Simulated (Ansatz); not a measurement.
```xyz
3

N    -0.0044    0.0002   -0.3238
O    -0.0062    1.0874    0.1433
O     0.0036   -1.0974    0.1459
```

Basis set: 6-31G* (spherical functions). Left uncorrelated: 3 orbitals. Charge 0, multiplicity 2.

Computed with Ansatz (development build ahead of 0.2.0); each method stands on the lowest determinant of its kind that the runs found.

Problem. Give the atomization energy at this shape (free ground-state atoms in the same class of orbitals less the molecule, no zero-point energy) of doublet NO₂ by UHF-MP2, UHF.

Solution.

```tsv
method	atomization energy
UHF-MP2	211.82 kcal/mol
UHF	47.72 kcal/mol
```
